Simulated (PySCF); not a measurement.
C₈H₁₆N (charge +1).
Bonds: C1–C2, C2–C3, C3–N4, N4–C5, N4–C6, C6–C7, C7–C8, C8–C9, C1–C5, N4–C9. Hydrogens: H10, H11 on C1; H12, H13 on C2; H14, H15 on C3; H16, H17 on C5; H18, H19 on C6; H20, H21 on C7; H22, H23 on C8; H24, H25 on C9.

The computed photoelectron lines, unassigned: C 1s: 295.06 (area 4), 296.29 (area 4) eV; N 1s: 412.01 eV.

The calculation used PySCF 2.14.0, delta-SCF UKS SCAN, pcX-2 on the ionised atom, pcseg-1 elsewhere, spin-free X2C. One conformer (not necessarily the lowest) at the PBE0-D3(BJ)/def2-SVP geometry, without solvent, vibrations or thermal averaging.

Problem. Assign the C 1s lines to atoms.

Solution. 295.06 eV: C1/C2/C7/C8 (ring CH2 carbon); 296.29 eV: C3/C5/C6/C9 (sp3 carbon bound to nitrogen). The listed C 1s values span 1.23 eV, from C1/C2/C7/C8 (bonded to 2 C and 2 H) to C3/C5/C6/C9 (bonded to N, C and 2 H).

Bonded neighbours of each site: C1/C2/C7/C8: 2 C and 2 H; C3/C5/C6/C9: N, C and 2 H; N4: 4 C.

Problem. Give the binding energy of C 1s of C3/C5/C6/C9 in hartree and in kJ/mol.

Solution. 296.29 eV = 10.8885 Eh = 28588 kJ/mol.

One atom of each set of topologically equivalent atoms was ionised and stands for the set; in this conformer not all members are related by symmetry, and their own values weren't computed. The species carries charge +1, so core ionisation leaves charge +2.

The run took 87 s of wall time on an x86-64 server with one thread, on a shared host.
